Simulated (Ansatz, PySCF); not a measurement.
C4H7ClSi, SMILES ClC=C=C[SiH2]C. Atoms are numbered in the order given.

```xyz
13

C     -2.5877     0.9132     1.3289
Si    -1.5394    -0.6494     1.2483
C     -0.7595    -0.8217    -0.4613
C      0.5316    -0.7206    -0.6592
C      1.8290    -0.6134    -0.8004
Cl     2.6259     0.9252    -1.0772
H     -3.0605     1.0163     2.3189
H     -1.9672     1.8048     1.1470
H     -3.3866     0.8902     0.5705
H     -0.4407    -0.6123     2.2535
H     -2.3979    -1.8461     1.5011
H     -1.4120    -0.9874    -1.3325
H      2.5111    -1.4661    -0.7618
```
Charge 0, spin multiplicity 1.

Geometry optimised at B3LYP-D3(BJ)/def2-SVP. The structure was generated by enumeration; whether it is a known compound was not checked. Other conformers were not sampled.

Two levels are set side by side: PBE-D3(BJ)/def2-SVP (Ansatz, a first-principles code) and B3LYP-D3(BJ)/def2-SVP (Ansatz). Each level has its own optimised geometry; the coordinates shown are those of the second. Frequencies come from the Hessian of PySCF at each geometry. Differences are taken from unrounded values.

| quantity | B3LYP-D3(BJ) |
|---|---|
| mean bond length (Å) | 1.386 |
| bond C1–Si2 (Å) | 1.883 |
| bond Si2–C3 (Å) | 1.887 |
| bond C3–C4 (Å) | 1.310 |
| bond C4–C5 (Å) | 1.309 |
| bond C5–Cl6 (Å) | 1.755 |
| bond C1–H7 (Å) | 1.102 |
| bond C1–H8 (Å) | 1.101 |
| bond C1–H9 (Å) | 1.102 |
| bond Si2–H10 (Å) | 1.490 |
| bond Si2–H11 (Å) | 1.494 |
| bond C3–H12 (Å) | 1.101 |
| bond C5–H13 (Å) | 1.093 |
| highest harmonic wavenumber (cm⁻¹) | 3197 |
| mean harmonic wavenumber (cm⁻¹) | 1214 |
| zero-point energy (kcal/mol) | 57.26 |

Question: What does PBE-D3(BJ) give, and how far is it from B3LYP-D3(BJ)? (Estimate from the structure and the level; the computed values follow.)

Answer: 
```
quantity                            PBE-D3(BJ)  PBE-D3(BJ) minus B3LYP-D3(BJ)
----------------------------------  ----------  -----------------------------
mean bond length (Å)                     1.393                          0.008
bond C1–Si2 (Å)                          1.889                          0.006
bond Si2–C3 (Å)                          1.892                          0.005
bond C3–C4 (Å)                           1.318                          0.008
bond C4–C5 (Å)                           1.319                          0.009
bond C5–Cl6 (Å)                          1.752                         -0.003
bond C1–H7 (Å)                           1.109                          0.007
bond C1–H8 (Å)                           1.108                          0.007
bond C1–H9 (Å)                           1.109                          0.007
bond Si2–H10 (Å)                         1.503                          0.013
bond Si2–H11 (Å)                         1.508                          0.014
bond C3–H12 (Å)                          1.109                          0.008
bond C5–H13 (Å)                          1.101                          0.009
highest harmonic wavenumber (cm⁻¹)        3125                            -72
mean harmonic wavenumber (cm⁻¹)           1180                            -33
zero-point energy (kcal/mol)             55.68                          -1.58
```

Exact exchange shortens and stiffens bonds; PBE has none. Differences between two approximate levels are no errors against the true value.
